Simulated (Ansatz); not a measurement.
`N/C=C(\F)[SiH3]` + H₂ → `N/C=C/[SiH3]` + H–F at 500 K and 1 bar (hydrogenolysis of a C–F bond).

Calculated with Ansatz (gas phase, PBE0-D4/def2-TZVP geometries, no zero-point term in ΔE). CCSD(T)/CBS adds triple-zeta CCSD(T) − MP2 to the extrapolated MP2 energy (def2 sets, frozen cores). This one scheme is used for every species. Double bonds are as drawn, so ΔE can hold a change between cis and trans. One conformer a species, not always the lowest.

```tsv
species	CCSD(T)/CBS energy (Eh)	H − E (kJ/mol)	S (J/(mol·K))
`N/C=C(\F)[SiH3]`	-523.25198	249.4	400.4
H₂	-1.17544	41.0	145.5
`N/C=C/[SiH3]`	-424.07389	264.8	376.0
H–F	-100.39570	39.4	188.7
```

H − E and S are ideal-gas, rigid-rotor, harmonic terms from PBE0-D4/def2-TZVP, for one conformer and one mirror image of each species. For small species the MP2-based limit differs from directly extrapolated CCSD(T) by up to some mEh (0.8 for H₂); such offsets cancel only in part. 1 Eh = 2625.50 kJ/mol, R = 8.31446 J/(mol·K).

Question: By hand: ΔE, ΔH, ΔS and ΔG.

Answer: ΔE = (-424.07389) + (-100.39570) − (-523.25198) − (-1.17544) = -0.04217 Eh = -110.7 kJ/mol. Δ(H − E) = 264.8 + 39.4 − 249.4 − 41.0 = 13.8, so ΔH = -96.9 kJ/mol. ΔS = 376.0 + 188.7 − 400.4 − 145.5 = 18.8 J/(mol·K). ΔG = -96.9 − 500 × (18.8)/1000 = -106.3 kJ/mol.

Question: By hand: the equilibrium constant, and the temperature at which ΔG would vanish if ΔH and ΔS stayed fixed.

Answer: log₁₀ K = −ΔG/(RT ln 10) = 11.1. ΔH and −TΔS have one sign here, so there is no such temperature.

ΔH outweighs TΔS. A doubt of 5 kJ/mol in ΔE shifts log₁₀ K by 0.5 here. Other conformers and mirror images would add mixing entropy, several J/(mol·K) or more a flexible species. These are equilibria of isolated gas molecules and say nothing of rates. Largest T1 diagnostic: 0.013 (customary marks: 0.02 for closed shells, 0.045 for open ones).
